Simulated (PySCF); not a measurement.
O$_{2}$Ti, charge -1, doublet, geometry from GFN2-xTB (such geometries of metal compounds can be far from the true shape) (the multiplicity is a formal guess) (a gas-phase anion, which may not be bound at this level), with bond 3-1 at 1.4 times its length; CASSCF(3,4)/def2-SVP run with PySCF.

The PySCF input:
```python
from pyscf import gto, scf, mcscf
import numpy

mol = gto.Mole()
mol.atom = '''
    Ti    0.170028   -0.138999    0.171159
    O     0.907791    0.388235   -1.209307
    O    -1.993528    0.047218    0.965603
'''
mol.basis = 'def2-svp'
mol.charge = -1
mol.spin = 1
mol.verbose = 4
mol.build()

mf = scf.ROHF(mol)
mf.kernel()
mc = mcscf.CASSCF(mf, 4, 3)
mc.fix_spin_(ss=0.75)
mc.kernel()
occ = numpy.linalg.eigvalsh(mc.fcisolver.make_rdm1(mc.ci, mc.ncas, mc.nelecas))[::-1]
ss = mc.fcisolver.spin_square(mc.ci, mc.ncas, mc.nelecas)[0]
print('natural occupations', occ.round(4), ' <S^2>', round(ss, 4))
```

Question: Write the output that PySCF gives for this input, abridged.

Answer: 
```
PySCF version 2.14.0

[INPUT] verbose = 4
[INPUT] num. atoms = 3
[INPUT] num. electrons = 39
[INPUT] charge = -1
[INPUT] spin (= nelec alpha-beta = 2S) = 1
[INPUT] symmetry False subgroup None
[INPUT] Mole.unit = angstrom
[INPUT] Symbol           X                Y                Z      unit          X                Y                Z       unit  Magmom
[...]
nuclear repulsion = 105.966120528674
number of shells = 23
number of NR pGTOs = 121
number of NR cGTOs = 59
basis = def2-svp
ecp = {}

******** <class 'pyscf.scf.rohf.ROHF'> ********
method = ROHF
initial guess = minao
damping factor = 0
level_shift factor = 0
DIIS = <class 'pyscf.scf.diis.CDIIS'>
diis_start_cycle = 1
diis_space = 8
diis_damp = 0
SCF conv_tol = 1e-09
SCF conv_tol_grad = None
SCF max_cycles = 50
direct_scf = True
direct_scf_tol = 1e-13
num. doubly occ = 19  num. singly occ = 1
Set gradient conv threshold to 3.16228e-05
init E= -996.807364163623
[...]
cycle= 1 E= -996.975597063516  delta_E= -0.168  |g|= 1.57  |ddm|= 1.59
[...]
cycle= 2 E= -982.697918228139  delta_E= 14.3  |g|= 6.59  |ddm|= 3.55

WARN: HOMO 1.53997961820701 >= LUMO 0.0474784665017909

cycle= 3 E= -996.153116999286  delta_E= -13.5  |g|= 0.899  |ddm|= 5.77

WARN: HOMO 0.133457252715703 >= LUMO 0.124935529236972

cycle= 4 E= -994.040437292508  delta_E= 2.11  |g|= 3.64  |ddm|= 5.22
[...]
cycle= 5 E= -997.239268046248  delta_E= -3.2  |g|= 1.36  |ddm|= 1.48
[...]
cycle= 6 E= -997.626247188099  delta_E= -0.387  |g|= 0.598  |ddm|=  0.6
[...]
cycle= 7 E= -997.717992403207  delta_E= -0.0917  |g|= 0.226  |ddm|= 0.344
[...]
cycle= 8 E= -997.736484941246  delta_E= -0.0185  |g|= 0.0557  |ddm|= 0.221
[...]
cycle= 9 E= -997.739072137247  delta_E= -0.00259  |g|= 0.0151  |ddm|= 0.129
[...]
cycle= 10 E= -997.739493632014  delta_E= -0.000421  |g|= 0.0139  |ddm|= 0.0474
[...]
cycle= 11 E= -997.739797467437  delta_E= -0.000304  |g|= 0.00697  |ddm|= 0.0464
[...]
cycle= 12 E= -997.740023680436  delta_E= -0.000226  |g|= 0.00596  |ddm|= 0.0339
[...]
cycle= 13 E= -997.740184337581  delta_E= -0.000161  |g|= 0.00639  |ddm|= 0.0234
[...]
cycle= 14 E= -997.739972907622  delta_E= 0.000211  |g|= 0.0061  |ddm|= 0.0324
[...]
cycle= 15 E= -997.739616913044  delta_E= 0.000356  |g|= 0.0054  |ddm|= 0.0749
[...]
cycle= 16 E= -997.739430927528  delta_E= 0.000186  |g|= 0.00533  |ddm|= 0.0816
[...]
cycle= 17 E= -997.739433810877  delta_E= -2.88e-06  |g|= 0.00264  |ddm|= 0.0382
[...]
cycle= 18 E= -997.739442914154  delta_E= -9.1e-06  |g|= 0.00193  |ddm|= 0.0354
[...]
cycle= 19 E= -997.739456458251  delta_E= -1.35e-05  |g|= 0.00159  |ddm|= 0.0144
[...]
cycle= 20 E= -997.73946360471  delta_E= -7.15e-06  |g|= 0.00105  |ddm|= 0.00635
[...]
cycle= 21 E= -997.739471027237  delta_E= -7.42e-06  |g|= 0.000807  |ddm|= 0.0126
[...]
cycle= 22 E= -997.739472370137  delta_E= -1.34e-06  |g|= 0.000671  |ddm|= 0.00765
[...]
cycle= 23 E= -997.739472505834  delta_E= -1.36e-07  |g|= 0.000266  |ddm|= 0.00527
[...]
cycle= 24 E= -997.73947261728  delta_E= -1.11e-07  |g|= 0.0001  |ddm|= 0.00191
[...]
cycle= 25 E= -997.73947265385  delta_E= -3.66e-08  |g|= 5.72e-05  |ddm|= 0.000959
[...]
cycle= 26 E= -997.739472667519  delta_E= -1.37e-08  |g|= 4.36e-05  |ddm|= 0.000342
[...]
cycle= 27 E= -997.739472674263  delta_E= -6.74e-09  |g|= 3.1e-05  |ddm|= 0.00036
[...]
cycle= 28 E= -997.739472675773  delta_E= -1.51e-09  |g|= 2.67e-05  |ddm|= 0.00016
[...]
cycle= 29 E= -997.739472674439  delta_E= 1.33e-09  |g|= 2.15e-05  |ddm|= 0.000194
[...]
cycle= 30 E= -997.739472673156  delta_E= 1.28e-09  |g|= 1.65e-05  |ddm|= 0.000183
[...]
cycle= 31 E= -997.739472671428  delta_E= 1.73e-09  |g|= 1.13e-05  |ddm|= 0.000255
[...]
cycle= 32 E= -997.739472670624  delta_E= 8.04e-10  |g|= 6.1e-06  |ddm|= 0.000161
[...]
Extra cycle  E= -997.739472670773  delta_E= -1.49e-10  |g|= 5.78e-06  |ddm|= 2.21e-05
converged SCF energy = -997.739472670773

******** <class 'pyscf.mcscf.mc1step.CASSCF'> ********
CAS (2e+1e, 4o), ncore = 18, nvir = 37
max_cycle_macro = 50
max_cycle_micro = 4
[...]
CASCI E = -997.739629412883  S^2 = 0.7500000
[...]
macro iter  27 ( 21 JK    4 micro), CASSCF E = -997.792641283466  dE = -7.54629713e-05  S^2 = 0.7500000
               |grad[o]|=0.00263  |grad[c]|=0.00843  |ddm|=0.00264  |maxRot[o]|=0.048
macro iter  28 ( 21 JK    4 micro), CASSCF E = -997.792613564336  dE =  2.77191300e-05  S^2 = 0.7500000
               |grad[o]|=0.00258  |grad[c]|=0.0108  |ddm|=0.00375  |maxRot[o]|=0.00783
macro iter  29 ( 21 JK    4 micro), CASSCF E = -997.792792885892  dE = -1.79321556e-04  S^2 = 0.7500000
               |grad[o]|=0.00281  |grad[c]|=0.00585  |ddm|=0.00325  |maxRot[o]|=0.0405
macro iter  30 ( 12 JK    3 micro), CASSCF E = -997.793165653819  dE = -3.72767927e-04  S^2 = 0.7500000
               |grad[o]|=0.00259  |grad[c]|=0.00675  |ddm|=0.00503  |maxRot[o]|=0.0754
macro iter  31 ( 21 JK    4 micro), CASSCF E = -997.793709135119  dE = -5.43481300e-04  S^2 = 0.7500000
               |grad[o]|=0.00299  |grad[c]|=0.00585  |ddm|=0.00895  |maxRot[o]|=0.129
macro iter  32 ( 21 JK    4 micro), CASSCF E = -997.794719461782  dE = -1.01032666e-03  S^2 = 0.7500000
               |grad[o]|=0.00591  |grad[c]|=0.0123  |ddm|=0.00959  |maxRot[o]|=0.134
macro iter  33 ( 21 JK    4 micro), CASSCF E = -997.796696075628  dE = -1.97661385e-03  S^2 = 0.7500000
               |grad[o]|=0.0115  |grad[c]|=0.0138  |ddm|=0.0129  |maxRot[o]|=0.146
macro iter  34 ( 21 JK    4 micro), CASSCF E = -997.797741287984  dE = -1.04521236e-03  S^2 = 0.7500000
               |grad[o]|=0.0182  |grad[c]|=0.014  |ddm|=0.028  |maxRot[o]|=0.092
macro iter  35 ( 21 JK    4 micro), CASSCF E = -997.798645193843  dE = -9.03905859e-04  S^2 = 0.7500000
               |grad[o]|=0.0135  |grad[c]|=0.0105  |ddm|=0.0262  |maxRot[o]|=0.189
macro iter  36 ( 21 JK    4 micro), CASSCF E = -997.800312615061  dE = -1.66742122e-03  S^2 = 0.7500000
               |grad[o]|=0.0122  |grad[c]|=0.00441  |ddm|=0.0109  |maxRot[o]|=0.172
macro iter  37 ( 21 JK    4 micro), CASSCF E = -997.801684047977  dE = -1.37143292e-03  S^2 = 0.7500000
               |grad[o]|=0.0127  |grad[c]|=0.00361  |ddm|=0.00728  |maxRot[o]|=0.309
macro iter  38 ( 21 JK    4 micro), CASSCF E = -997.802817063461  dE = -1.13301548e-03  S^2 = 0.7500000
               |grad[o]|=0.0133  |grad[c]|=0.00393  |ddm|=0.007  |maxRot[o]|= 0.31
macro iter  39 ( 21 JK    4 micro), CASSCF E = -997.803650287815  dE = -8.33224354e-04  S^2 = 0.7500000
               |grad[o]|=0.0137  |grad[c]|=0.00457  |ddm|=0.0102  |maxRot[o]|= 0.31
macro iter  40 ( 13 JK    4 micro), CASSCF E = -997.803993848911  dE = -3.43561096e-04  S^2 = 0.7500000
               |grad[o]|=0.0125  |grad[c]|=0.00506  |ddm|=0.0299  |maxRot[o]|=0.0901
macro iter  41 ( 11 JK    4 micro), CASSCF E = -997.804041367038  dE = -4.75181274e-05  S^2 = 0.7500000
               |grad[o]|=0.00547  |grad[c]|=0.00168  |ddm|=0.0113  |maxRot[o]|=0.0193
macro iter  42 ( 11 JK    4 micro), CASSCF E = -997.804048129110  dE = -6.76207219e-06  S^2 = 0.7500000
               |grad[o]|=0.00213  |grad[c]|=0.000694  |ddm|=0.00464  |maxRot[o]|=0.00595
macro iter  43 ( 10 JK    4 micro), CASSCF E = -997.804049251580  dE = -1.12246948e-06  S^2 = 0.7500000
               |grad[o]|=0.000841  |grad[c]|=0.000256  |ddm|=0.00193  |maxRot[o]|=0.00212
macro iter  44 ( 10 JK    4 micro), CASSCF E = -997.804049426423  dE = -1.74843080e-07  S^2 = 0.7500000
               |grad[o]|=0.000345  |grad[c]|=0.000114  |ddm|=0.000739  |maxRot[o]|=0.000954
macro iter  45 (  3 JK    1 micro), CASSCF E = -997.804049440669  dE = -1.42463250e-08  S^2 = 0.7500000
               |grad[o]|=0.000141  |grad[c]|=8.07e-05  |ddm|=0.000124  |maxRot[o]|=0.000116
1-step CASSCF converged in  45 macro (850 JK 174 micro) steps
CASSCF canonicalization
Density matrix diagonal elements [1.93974135e+00 1.01145986e+00 4.72005659e-02 1.59821892e-03]
CASSCF energy = -997.804049440669
CASCI E = -997.804049440669  E(CI) = -2.24496607524577  S^2 = 0.7500000
natural occupations [1.956e+00 1.000e+00 4.280e-02 1.100e-03]  <S^2> 0.75
```
